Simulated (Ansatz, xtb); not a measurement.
Two structures of B2FO+

Structure I is a singlet given by its coordinates and structure II is a singlet given by its coordinates. Both are isolated ions in the gas phase, relaxed with PBE0-D3(BJ)/def2-SVP.

I (Å):

```xyz
4

B     0.0000    0.0000   -2.0091
B     0.0000    0.0000    0.6758
F     0.0000    0.0000    1.9106
O     0.0000    0.0000   -0.5774
```

Close contacts (Å): B1–O4 1.43, B2–F3 1.23, B2–O4 1.25.

II (Å):

```yaml
atoms:
  - { symbol: B, position_ang: [0.3749, -1.3223, 0.4424] }
  - { symbol: B, position_ang: [1.0126, 0.0593, -0.1257] }
  - { symbol: F, position_ang: [1.5873, 1.0723, -0.5629] }
  - { symbol: O, position_ang: [-0.3673, -0.3125, 0.2598] }
```

Close contacts (Å): B1–B2 1.62, B1–O4 1.27, B2–F3 1.24, B2–O4 1.48.

Energies in hartree; the thermal terms are from PBE0-D3(BJ)/def2-SVP harmonic frequencies (ideal gas, rigid rotor, one conformer each, 298.15 K, 1 atm) and include the zero-point energy:

|  | I | II |
| --- | --- | --- |
| E, CCSD(T)/def2-TZVPP | −224.137766 | −224.120431 |
| zero-point energy | 0.011670 | 0.012280 |
| H(298 K) − E | 0.017048 | 0.017034 |
| G(298 K) − E | −0.012896 | −0.013219 |

Q: Work out ΔE, ΔE₀, ΔH and ΔG for I → II in kJ/mol (1 Eh = 2625.50 kJ/mol) and the equilibrium ratio [II]/[I].

A: 1. ΔE = −224.120431 − (−224.137766) = +0.017335 Eh = +45.51 kJ/mol.
2. ΔE₀ = ΔE + ΔZPE = +0.017335 + (+0.000610) Eh = +47.11 kJ/mol.
3. ΔH = ΔE + (−0.000014) Eh = +45.48 kJ/mol.
4. ΔG = ΔE + (−0.000323) Eh = +44.66 kJ/mol, so ΔS = (ΔH − ΔG)/T = +2.7 J/(mol K).
5. kT = 0.9442 mEh, so K = [II]/[I] = exp(−ΔG/kT) = exp(−18.02) ≈ 1.5 × 10^−8.

Structure I is favoured at this temperature. An error of 4 kJ/mol in ΔG would change K by a factor of 5. r2SCAN-D4/def2-SVP gave ΔE the other sign. Mirror images and further conformers aren't counted.

Other levels gave ΔE = +77.6 (GFN2-xTB); +100.1 (HF/STO-3G, GFN2-xTB geometries); −19.4 (r2SCAN-D4/def2-SVP, GFN2-xTB geometries); +19.0 (PBE0-D3(BJ)/def2-SVP); +109.7 (HF/def2-TZVPP); +24.9 (MP2/def2-TZVPP) kJ/mol. The correlated steps freeze 4 core orbitals. Programs: Ansatz 0.2.0, xtb 6.7.1.
